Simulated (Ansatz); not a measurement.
Start from `[CH3][Al]([OH])[SiH2]O` and change one atom or group to get `[CH3][Al]([OH])[Se][GaH2]`.

Ansatz, PBE0-D4/def2-TZVP geometries, multiplicity 1. Each molecule was computed in one conformer, which needn't be the lowest.

Scalar relativity is left out up to krypton.

| property | `[CH3][Al]([OH])[SiH2]O` |
| --- | --- |
| HOMO energy (PBE0/def2-TZVPP) / eV | -6.91 |
| size of the dipole moment (PBE/def2-TZVPP) / D | 1.09 |
| HOMO–LUMO gap (PBE/def2-TZVPP) / eV | 3.85 |
| HOMO–LUMO gap (PBE0/def2-TZVPP) / eV | 5.76 |
| HOMO energy (ωB97M-V/def2-TZVPP) / eV | -8.94 |
| size of the dipole moment (ωB97M-V/def2-TZVPP) / D | 1.12 |

(1) Give the same properties after the change, and the shifts. (Estimate.)

Answers

(1) The calculation gave: 
| property | `[CH3][Al]([OH])[Se][GaH2]` | shift |
| --- | --- | --- |
| HOMO energy (PBE0/def2-TZVPP) / eV | -6.62 | 0.29 |
| size of the dipole moment (PBE/def2-TZVPP) / D | 4.38 | 3.29 |
| HOMO–LUMO gap (PBE/def2-TZVPP) / eV | 4.18 | 0.33 |
| HOMO–LUMO gap (PBE0/def2-TZVPP) / eV | 6.03 | 0.27 |
| HOMO energy (ωB97M-V/def2-TZVPP) / eV | -8.69 | 0.25 |
| size of the dipole moment (ωB97M-V/def2-TZVPP) / D | 4.63 | 3.51 |

With PBE0 the HOMO rises by 0.29 eV and the LUMO rises by 0.56 eV, so the gap widens by about 0.27 eV. PBE moves the HOMO by 0.17 eV and ωB97M-V by 0.25 eV. Dipoles are sizes alone; their direction can turn.

Spin–orbit coupling is left out; it splits and shifts lone-pair levels of the heavy atoms by tenths of an eV.
